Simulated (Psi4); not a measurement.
C$_{4}$H$_{9}$O (SMILES CCCC[O]), doublet, geometry from GFN2-xTB; MP2/STO-3G (Psi4).

Here is a job for Psi4.
```
memory 2 GB

molecule {
0 2
  C     2.34449256   -0.09813638   -0.00073337
  C     0.88937594   -0.48778015   -0.21704361
  C    -0.04543918    0.71839659   -0.09204646
  C    -1.50354472    0.27416734   -0.25316904
  O    -2.00858632   -0.48751152    0.68447693
  H     2.65776752    0.64052160   -0.73593568
  H     2.48402591    0.32489821    0.99135532
  H     2.98696168   -0.97020344   -0.09670548
  H     0.58443175   -1.23051715    0.52249205
  H     0.77427526   -0.93476375   -1.20784599
  H     0.08186284    1.16614618    0.89499254
  H     0.19852652    1.46432205   -0.85103369
  H    -2.14713345    1.18699457   -0.35187235
  H    -1.66133505   -0.18719037   -1.26330719
}

set basis sto-3g
set reference uhf

energy('mp2')
print_variables()
```

### Question
Write the output that Psi4 gives for this input, abridged.

### Answer

```
    SCF Algorithm Type (re)set to DF.

   => Loading Basis Set <=

    Name: STO-3G
    Role: ORBITAL
    Keyword: BASIS

         ---------------------------------------------------------
                                   SCF
               by Justin Turney, Rob Parrish, Andy Simmonett
                          and Daniel G. A. Smith
                              UHF Reference
         ---------------------------------------------------------

  ==> Geometry <==

    Molecular point group: c1
    Full point group: C1

    Geometry (in Angstrom), charge = 0, multiplicity = 2:

       Center              X                  Y                   Z               Mass
    ------------   -----------------  -----------------  -----------------  -----------------
         C            2.425276912168    -0.078341737747    -0.029173174717    12.000000000000
         C            0.970160292168    -0.467985507747    -0.245483414717    12.000000000000
         C            0.035345172168     0.738191232253    -0.120486264717    12.000000000000
         C           -1.422760367832     0.293961982253    -0.281608844717    12.000000000000
         O           -1.927801967832    -0.467716877747     0.656037125283    15.994914619570
         H            2.738551872168     0.660316242253    -0.764375484717     1.007825032230
         H            2.564810262168     0.344692852253     0.962915515283     1.007825032230
         H            3.067746032168    -0.950408797747    -0.125145284717     1.007825032230
         H            0.665216102168    -1.210722507747     0.494052245283     1.007825032230
         H            0.855059612168    -0.914969107747    -1.236285794717     1.007825032230
         H            0.162647192168     1.185940822253     0.866552735283     1.007825032230
         H            0.279310872168     1.484116692253    -0.879473494717     1.007825032230
         H           -2.066349097832     1.206789212253    -0.380312154717     1.007825032230
         H           -1.580550697832    -0.167395727747    -1.291746994717     1.007825032230

  Running in c1 symmetry.

  Rotational constants: A =      0.46159  B =      0.08026  C =      0.07508 [cm^-1]
  Rotational constants: A =  13838.05482  B =   2406.02900  C =   2250.95357 [MHz]
  Nuclear repulsion =  179.542301884008452

  Charge       = 0
  Multiplicity = 2
  Electrons    = 41
  Nalpha       = 21
  Nbeta        = 20

  ==> Algorithm <==

  SCF Algorithm Type is DF.
  DIIS enabled.
  MOM disabled.
  Fractional occupation disabled.
  Guess Type is SAD.
  Energy threshold   = 1.00e-08
  Density threshold  = 1.00e-08
  Integral threshold = 1.00e-12

  ==> Primary Basis <==

  Basis Set: STO-3G
    Blend: STO-3G
    Number of shells: 24
    Number of basis functions: 34
    Number of Cartesian functions: 34
    Spherical Harmonics?: true
    Max angular momentum: 1

   => Loading Basis Set <=

    Name: (STO-3G AUX)
    Role: JKFIT
    Keyword: DF_BASIS_SCF

  ==> Integral Setup <==

  SCF_SUBTYPE=INCORE selected. In-core MEM_DF algorithm will be used.
  Using in-core AOs.

  ==> MemDFJK: Density-Fitted J/K Matrices <==

    J tasked:                   Yes
    K tasked:                   Yes
    wK tasked:                   No
    Algorithm:                 Core
    Schwarz Cutoff:           1E-12
    Mask sparsity (%):       1.0381
    Fitting Condition:        1E-10

   => Auxiliary Basis Set <=

  Basis Set: (STO-3G AUX)
    Blend: DEF2-UNIVERSAL-JKFIT
    Number of shells: 179
    Number of basis functions: 539
    Number of Cartesian functions: 629
    Spherical Harmonics?: true
    Max angular momentum: 4

  Minimum eigenvalue in the overlap matrix is 1.9929066941E-01.
  Reciprocal condition number of the overlap matrix is 7.7130747749E-02.
    Using symmetric orthogonalization.

  ==> Pre-Iterations <==

  SCF Guess: Superposition of Atomic Densities via on-the-fly atomic UHF (no occupation information).

   -------------------------
    Irrep   Nso     Nmo
   -------------------------
     A         34      34
   -------------------------
    Total      34      34
   -------------------------

  ==> Iterations <==

                           Total Energy        Delta E     RMS |[F,P]|

   @DF-UHF iter SAD:  -224.38804518280028   -2.24388e+02   0.00000e+00
   @DF-UHF iter   1:  -228.48721996728375   -4.09917e+00   1.22379e-02 ADIIS/DIIS
   @DF-UHF iter   2:  -228.64960264531919   -1.62383e-01   5.60931e-03 ADIIS/DIIS
   @DF-UHF iter   3:  -228.67740861193607   -2.78060e-02   1.82818e-03 ADIIS/DIIS
   @DF-UHF iter   4:  -228.68410322914514   -6.69462e-03   3.55700e-04 ADIIS/DIIS
   @DF-UHF iter   5:  -228.68430763732832   -2.04408e-04   1.46053e-04 ADIIS/DIIS
   @DF-UHF iter   6:  -228.68435427328981   -4.66360e-05   7.73385e-05 DIIS
   @DF-UHF iter   7:  -228.68437417945984   -1.99062e-05   4.90399e-05 DIIS
   @DF-UHF iter   8:  -228.68438568837209   -1.15089e-05   4.49842e-05 DIIS
   @DF-UHF iter   9:  -228.68439778858018   -1.21002e-05   4.40897e-05 DIIS
   @DF-UHF iter  10:  -228.68442473753652   -2.69490e-05   4.29291e-05 DIIS
   @DF-UHF iter  11:  -228.68449322397240   -6.84864e-05   4.02005e-05 DIIS
   @DF-UHF iter  12:  -228.68468956692109   -1.96343e-04   3.60549e-05 DIIS
   @DF-UHF iter  13:  -228.68471599016465   -2.64232e-05   2.94529e-05 DIIS
   @DF-UHF iter  14:  -228.68483878535062   -1.22795e-04   8.32706e-05 DIIS
   @DF-UHF iter  15:  -228.68484117265763   -2.38731e-06   7.18897e-05 DIIS
   @DF-UHF iter  16:  -228.68485318248401   -1.20098e-05   3.94302e-05 DIIS
   @DF-UHF iter  17:  -228.68485558839748   -2.40591e-06   1.36995e-05 DIIS
   @DF-UHF iter  18:  -228.68485590074454   -3.12347e-07   2.45531e-06 DIIS
   @DF-UHF iter  19:  -228.68485591145478   -1.07102e-08   1.99267e-07 DIIS
   @DF-UHF iter  20:  -228.68485591147578   -2.10036e-11   2.79245e-07 DIIS
   @DF-UHF iter  21:  -228.68485591161840   -1.42620e-10   5.15558e-08 DIIS
   @DF-UHF iter  22:  -228.68485591162548   -7.07701e-12   1.53249e-08 DIIS
   @DF-UHF iter  23:  -228.68485591162499    4.83169e-13   2.83915e-08 DIIS
   @DF-UHF iter  24:  -228.68485591162641   -1.42109e-12   1.96717e-09 DIIS
  Energy and wave function converged.

  ==> Post-Iterations <==

   @Spin Contamination Metric:   5.870174864E-03
   @S^2 Expected:                7.500000000E-01
   @S^2 Observed:                7.558701749E-01
   @S   Expected:                5.000000000E-01
   @S   Observed:                5.000000000E-01

    Orbital Energies [Eh]
    ---------------------

    Alpha Occupied:

[...]
    Alpha Virtual:

[...]
      34A      0.848941

    Beta Occupied:

[...]
    Beta Virtual:

[...]
    Final Occupation by Irrep:
              A
    DOCC [    20 ]
    SOCC [     1 ]
    NA   [    21 ]
    NB   [    20 ]

  @DF-UHF Final Energy:  -228.68485591162641

   => Energetics <=

    Nuclear Repulsion Energy =            179.5423018840084524
    One-Electron Energy =                -667.3799460064493587
    Two-Electron Energy =                 259.1527882108144922
    Total Energy =                       -228.6848559116264141

  UHF NO Occupations:
  HONO-2 :   19  A 1.9988934
  HONO-1 :   20  A 1.9985029
  HONO-0 :   21  A 1.0000000
  LUNO+0 :   22  A 0.0014971
  LUNO+1 :   23  A 0.0011066
  LUNO+2 :   24  A 0.0002702
  LUNO+3 :   25  A 0.0000604

Computation Completed

Properties will be evaluated at   0.000000,   0.000000,   0.000000 [a0]

Properties computed using the SCF density matrix

 Multipole Moments:

 ------------------------------------------------------------------------------------
     Multipole            Electronic (a.u.)      Nuclear  (a.u.)        Total (a.u.)
 ------------------------------------------------------------------------------------

 L = 1.  Multiply by 2.5417464519 to convert [e a0] to [Debye]
 Dipole X            :         -6.0843098            6.2590724            0.1747626
 Dipole Y            :         -1.2384365            1.5336648            0.2952283
 Dipole Z            :          1.8516559           -2.2034810           -0.3518250
 Magnitude           :                                                    0.4914087

 ------------------------------------------------------------------------------------

  //>>>>>>>>>>>>>>>>>>>>>>>>>>>>>>>>>>>//
  //               DFMP2               //
  //<<<<<<<<<<<<<<<<<<<<<<<<<<<<<<<<<<<//

   => Loading Basis Set <=

    Name: (STO-3G AUX)
    Role: RIFIT
    Keyword: DF_BASIS_MP2

	 --------------------------------------------------------
	                          DF-MP2
	      2nd-Order Density-Fitted Moller-Plesset Theory

	        Rob Parrish, Justin Turney, Andy Simmonett,
	           Ed Hohenstein, and C. David Sherrill
	 --------------------------------------------------------

	 --------------------------------------------------------
	                 NBF =    34, NAUX =   366
	 --------------------------------------------------------
	   CLASS    FOCC     OCC    AOCC    AVIR     VIR    FVIR
	   ALPHA       0      21      21      13      13       0
	    BETA       0      20      20      14      14       0
	 --------------------------------------------------------

	-----------------------------------------------------------
	 ==================> DF-MP2 Energies <====================
	-----------------------------------------------------------
	 Reference Energy          =    -228.6848559116264141 [Eh]
	 Singles Energy            =      -0.0000000000000000 [Eh]
	 Same-Spin Energy          =      -0.0241518856851302 [Eh]
	 Opposite-Spin Energy      =      -0.1958984744648189 [Eh]
	 Correlation Energy        =      -0.2200503601499492 [Eh]
	 Total Energy              =    -228.9049062717763547 [Eh]
	-----------------------------------------------------------
	 ================> DF-SCS-MP2 Energies <==================
	-----------------------------------------------------------
	 SCS Same-Spin Scale       =       0.3333333333333333 [-]
	 SCS Opposite-Spin Scale   =       1.2000000000000000 [-]
	 SCS Same-Spin Energy      =      -0.0080506285617101 [Eh]
	 SCS Opposite-Spin Energy  =      -0.2350781693577827 [Eh]
	 SCS Correlation Energy    =      -0.2431287979194928 [Eh]
	 SCS Total Energy          =    -228.9279847095459104 [Eh]
	-----------------------------------------------------------

  Variable Map:
  ----------------------------------------------------------------------------
[...]
  Array Variable Map:
  ----------------------------------------------------------------------------
[...]
[...]
```
